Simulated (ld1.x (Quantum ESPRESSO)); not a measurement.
## Cutoff test, erbium, PAW

* Element: erbium (Er)
* Generator: ld1.x (Quantum ESPRESSO) 7.5
* Type: PAW
* Functional: Wu–Cohen
* Relativity: scalar-relativistic
* Frozen core: [Kr] 4d10
* Valence charge: 22
* Reference configuration: 4f12 5s2 5p6 5d0 6s1.5 6p0 (charge +0.5)
* Partial waves: 5s (bound): rcut 1.90, rcutus 2.25 bohr; 6s (bound): rcut 1.90, rcutus 2.25 bohr; 5p (bound): rcut 2.20, rcutus 2.45 bohr; 6p (bound, empty): rcut 2.20, rcutus 2.45 bohr; 5d (bound, empty): rcut 3.00, rcutus 3.55 bohr; 5d channel at 2.7 Ry: rcut 3.00, rcutus 3.55 bohr; 4f (bound): rcut 1.35, rcutus 1.45 bohr; 4f channel at 3.55 Ry: rcut 1.35, rcutus 1.45 bohr
* Local potential: all-electron potential smoothed inside 2.80 bohr (lloc = -2)
* Core correction: Bessel-smoothed model core, default radius (core density twice the valence density)
* Augmentation charge: BESSEL, radius 0.95 bohr

The pseudo-atom Hamiltonian at the reference potential is diagonalised in spherical Bessel functions j_l(qr) that vanish at 20 bohr, with q² up to the cutoff. All-electron valence levels (Ry): 5s -4.0479, 6s -0.4677, 5p -2.1747, 6p -0.2328, 5d -0.2686, 4f -0.4641.

How do the lowest levels (Ry) of each channel move with the cutoff, and are there ghosts?

```json
{"cutoff (Ry)": "8", "s #1": "-4.0364", "s #2": "-0.4271", "s #3": "-0.0864", "p #1": "-2.1505", "p #2": "-0.2067", "d #1": "-0.2684", "f #1": "0.0188", "f #2": "0.1193", "Σ f·Δε (mRy)": "6023.3"}
{"cutoff (Ry)": "12", "s #1": "-4.0473", "s #2": "-0.4512", "s #3": "-0.0916", "p #1": "-2.1730", "p #2": "-0.2156", "d #1": "-0.2686", "f #1": "0.0188", "f #2": "0.1193", "Σ f·Δε (mRy)": "5830.5"}
{"cutoff (Ry)": "18", "s #1": "-4.0476", "s #2": "-0.4668", "s #3": "-0.0948", "p #1": "-2.1743", "p #2": "-0.2297", "d #1": "-0.2686", "f #1": "0.0188", "f #2": "0.1192", "Σ f·Δε (mRy)": "5798.2"}
{"cutoff (Ry)": "30", "s #1": "-4.0479", "s #2": "-0.4676", "s #3": "-0.0950", "p #1": "-2.1746", "p #2": "-0.2327", "d #1": "-0.2686", "f #1": "0.0184", "f #2": "0.1154", "Σ f·Δε (mRy)": "5790.9"}
{"cutoff (Ry)": "40", "s #1": "-4.0479", "s #2": "-0.4677", "s #3": "-0.0950", "p #1": "-2.1747", "p #2": "-0.2328", "d #1": "-0.2686", "f #1": "-0.3105", "f #2": "0.0190", "Σ f·Δε (mRy)": "1843.1"}
{"cutoff (Ry)": "50", "s #1": "-4.0479", "s #2": "-0.4677", "s #3": "-0.0950", "p #1": "-2.1747", "p #2": "-0.2328", "d #1": "-0.2686", "f #1": "-0.4413", "f #2": "0.0189", "Σ f·Δε (mRy)": "273.3"}
{"cutoff (Ry)": "60", "s #1": "-4.0479", "s #2": "-0.4677", "s #3": "-0.0950", "p #1": "-2.1747", "p #2": "-0.2329", "d #1": "-0.2686", "f #1": "-0.4612", "f #2": "0.0189", "Σ f·Δε (mRy)": "35.4"}
{"cutoff (Ry)": "80", "s #1": "-4.0479", "s #2": "-0.4677", "s #3": "-0.0950", "p #1": "-2.1747", "p #2": "-0.2329", "d #1": "-0.2686", "f #1": "-0.4632", "f #2": "0.0189", "Σ f·Δε (mRy)": "11.4"}
{"cutoff (Ry)": "110", "s #1": "-4.0479", "s #2": "-0.4677", "s #3": "-0.0950", "p #1": "-2.1747", "p #2": "-0.2329", "d #1": "-0.2686", "f #1": "-0.4640", "f #2": "0.0189", "Σ f·Δε (mRy)": "1.4"}
{"cutoff (Ry)": "140", "s #1": "-4.0479", "s #2": "-0.4677", "s #3": "-0.0950", "p #1": "-2.1747", "p #2": "-0.2329", "d #1": "-0.2686", "f #1": "-0.4640", "f #2": "0.0189", "Σ f·Δε (mRy)": "0.7"}
{"cutoff (Ry)": "180", "s #1": "-4.0479", "s #2": "-0.4677", "s #3": "-0.0950", "p #1": "-2.1747", "p #2": "-0.2329", "d #1": "-0.2686", "f #1": "-0.4641", "f #2": "0.0189", "Σ f·Δε (mRy)": "0.4"}
{"cutoff (Ry)": "400", "s #1": "-4.0479", "s #2": "-0.4677", "s #3": "-0.0950", "p #1": "-2.1747", "p #2": "-0.2329", "d #1": "-0.2686", "f #1": "-0.4641", "f #2": "0.0189", "Σ f·Δε (mRy)": "0.0"}
```

Result: no extra level below or beside the all-electron valence levels (s, p, d, f tested); 10 mRy is reached at 90 Ry and 1 mRy at 140 Ry.

Test run stopped at test 4 of 7 (negative rho).
